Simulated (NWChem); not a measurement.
BGeH3ClF; SMILES [GeH3][B](Cl)F

Results from NWChem. The level has its own optimisation; frequencies are unscaled.

Task: What does the run give for PBE0/def2-SVP? Quantities: r B–Cl (Å); r B–F (Å); r B–Ge (Å); r Ge–H (Å); highest harmonic frequency (cm⁻¹); lowest (cm⁻¹); zero-point energy (kcal/mol); dipole (D).

Result: 
```json
{
 "r B–Cl (Å)": "1.757",
 "r B–F (Å)": "1.316",
 "r B–Ge (Å)": "2.075",
 "r Ge–H (Å)": "1.539",
 "highest harmonic frequency (cm⁻¹)": "2167",
 "lowest (cm⁻¹)": "41",
 "zero-point energy (kcal/mol)": "19.5",
 "dipole (D)": "0.47"
}
```
